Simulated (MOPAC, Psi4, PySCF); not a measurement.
Intermolecular potential of CH2O2 ··· H4OSi (SMILES O=CO and O[SiH3]). Monomers: optimised at B3LYP-D3(BJ) (def2-TZVP), held rigid. Orientation: a random orientation, not optimised. R is the distance of the centres of mass, along which the second monomer moves.

Geometry at R = 4.38 Å (first 5 atoms: monomer A):
```
11

O      0.8116    -0.5388     0.0136
C     -0.4226    -0.0075    -0.0032
O     -0.6693     1.1634    -0.0206
H      1.4495     0.1945     0.0087
H     -1.1692    -0.8117     0.0016
Si    -0.5373     4.5179    -1.4513
O     -0.5463     3.4179    -2.6845
H     -0.6369     3.8556    -0.1269
H     -1.6611     5.4802    -1.5686
H      0.7489     5.2334    -1.5587
H     -1.3105     2.8460    -2.7854
```

- AM1, restricted, heats of formation (MOPAC)
- PM7, restricted, heats of formation (MOPAC)
- RKS-B3LYP/6-311+G** = restricted B3LYP/6-311+G**, spherical d, no counterpoise correction in PySCF 2.14.0
- SAPT0/jun-cc-pVDZ, frozen core (Psi4)

Interaction energies in kJ/mol; the last columns give the difference from SAPT0:

```csv
R / Å,AM1,PM7,RKS-B3LYP/6-311+G**,SAPT0/jun-cc-pVDZ,AM1 − SAPT0/jun-cc-pVDZ,PM7 − SAPT0/jun-cc-pVDZ,RKS-B3LYP/6-311+G** − SAPT0/jun-cc-pVDZ
3.79,13.44,-0.03,13.99,11.81,1.63,-11.84,2.18
3.97,8.29,-3.94,5.92,3.90,4.39,-7.85,2.01
4.15,3.41,-5.74,1.66,-0.22,3.63,-5.52,1.87
4.38,0.08,-6.10,-0.79,-2.49,2.56,-3.61,1.69
4.57,-0.59,-5.55,-1.53,-3.07,2.48,-2.48,1.54
4.77,-0.56,-4.69,-1.74,-3.11,2.55,-1.58,1.37
5.06,-0.43,-3.52,-1.63,-2.76,2.33,-0.76,1.13
5.37,-0.41,-2.64,-1.37,-2.27,1.86,-0.37,0.91
5.91,-0.40,-1.77,-1.00,-1.58,1.18,-0.19,0.58
6.55,-0.34,-1.02,-0.75,-1.08,0.74,0.05,0.32
7.57,-0.25,-0.45,-0.51,-0.64,0.40,0.20,0.13
8.90,-0.16,-0.22,-0.31,-0.37,0.21,0.15,0.06
```

AM1 is furthest from SAPT0/jun-cc-pVDZ at 3.97 (4.39 kJ/mol, above); its mean absolute difference over the points is 2.00 kJ/mol.

PM7 is furthest from SAPT0/jun-cc-pVDZ at 3.79 (-11.84 kJ/mol, below); its mean absolute difference over the points is 2.88 kJ/mol.

RKS-B3LYP/6-311+G** is furthest from SAPT0/jun-cc-pVDZ at 3.79 (2.18 kJ/mol, above); its mean absolute difference over the points is 1.15 kJ/mol.
